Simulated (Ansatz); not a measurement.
Consider the substitution at a C–Si bond: `C=C[SiH2]C(=O)S` + H₂Se → `O=C(S)[SeH]` + `C=C[SiH3]`.

Gas-phase electronic energies from Ansatz, PBE0-D4/def2-TZVP geometries. CCSD(T)/CBS adds triple-zeta CCSD(T) − MP2 to the extrapolated MP2 energy (def2 sets, frozen cores). Functionals use def2-TZVPP. B3LYP here is the variant with VWN-RPA as its local correlation; programs differ in this. For Se outer-core shells are correlated without core-valence functions, which leaves a few kJ/mol of doubt a bond. Scalar relativity is left out up to krypton. One conformer a species, not always the lowest.

Q: Is it downhill or uphill in electronic energy at CCSD(T)/CBS, and by how much? (Best estimate.)

A: The calculation gave: Uphill: ΔE = +17.2 kJ/mol.

Q: What do these levels give: PBE-D4, r2SCAN-D4, B3LYP-D4, ωB97X-V, PBE, PBE0, HF/def2-TZVPP, SCS-MP2/def2-TZVPP, CCSD/def2-TZVPP, CCSD(T)/def2-TZVPP, HF/def2-QZVPP, SCS-MP2/def2-QZVPP? (Best estimate.)

A: Computed: PBE-D4 10.8, r2SCAN-D4 11.9, B3LYP-D4 13.8, ωB97X-V 17.4, PBE 9.7, PBE0 12.8, HF/def2-TZVPP 20.0, SCS-MP2/def2-TZVPP 12.1, CCSD/def2-TZVPP 17.9, CCSD(T)/def2-TZVPP 16.4, HF/def2-QZVPP 19.6, SCS-MP2/def2-QZVPP 12.9 kJ/mol.

Largest T1 diagnostic among the species: 0.016.

In def2-TZVPP, CCSD(T) changes the Hartree–Fock value by −3.6 kJ/mol (the triples alone add −1.6 kJ/mol) and MP2 by −8.8 kJ/mol. From PBE to PBE0 (25 % exact exchange), in def2-TZVPP and without D4, ΔE moves by +3.1 kJ/mol.
